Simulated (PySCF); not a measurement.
Molecular orbitals of SnN⁺

r²SCAN at R = 2.149 Å; Sn cc-pVDZ-PP with ECP28, N cc-pVDZ; scalar-relativistic core potentials (PySCF 2.14). State: ³Σ⁻ (triplet), unpaired electrons π ↑↑. Only the outer orbitals are listed, counted within each symmetry, core potentials removing the inner ones.

```csv
spin,orbital,occ.,ε (eV),on Sn (%),main shells (%)
α,5σ,1,-26.67,9,89 N s
α,6σ,1,-18.03,85,"84 Sn s, 8 N p"
α,3π,1,-14.23,11,"89 N p, 9 Sn p"
α,3π,1,-14.23,11,"89 N p, 9 Sn p"
α,7σ,1,-13.06,34,"63 N p, 25 Sn p, 9 Sn s"
α,4π,0,-9.87,91,"91 Sn p, 9 N p"
α,4π,0,-9.87,91,"91 Sn p, 9 N p"
α,8σ,0,-6.53,84,"76 Sn p, 18 N p"
β,5σ,1,-23.12,21,"76 N s, 14 Sn s"
β,6σ,1,-17.44,80,"78 Sn s, 15 N s"
β,7σ,1,-12.15,37,"58 N p, 32 Sn p"
β,3π,0,-10.84,69,"68 Sn p, 31 N p"
β,3π,0,-10.84,69,"68 Sn p, 31 N p"
β,4π,0,-8.16,36,"64 N p, 32 Sn p"
```

Q: Which are the highest filled and the lowest empty level, where do they sit, and how wide is the gap?

A: Highest filled β 7σ at -12.15 eV (in %: 58 N p, 32 Sn p); lowest empty β 3π at -10.84 eV (in %: 68 Sn p, 31 N p); the gap at r²SCAN is 1.31 eV.

```
bond order (Mayer)                                                                                                : 1.23
⟨S²⟩                                                                                                              : 2.015
charge on Sn (Mulliken, basis-dependent)                                                                          : 1.15
charge on Sn (Löwdin, basis-dependent)                                                                            : 1.16
dipole moment (positive dipole points towards N; it is taken about the centre of mass and depends on that origin) : -1.69 D
```

Spin–orbit coupling is left out. The state is the lowest determinant that a PBE0 search found; another state may lie lower at other levels.
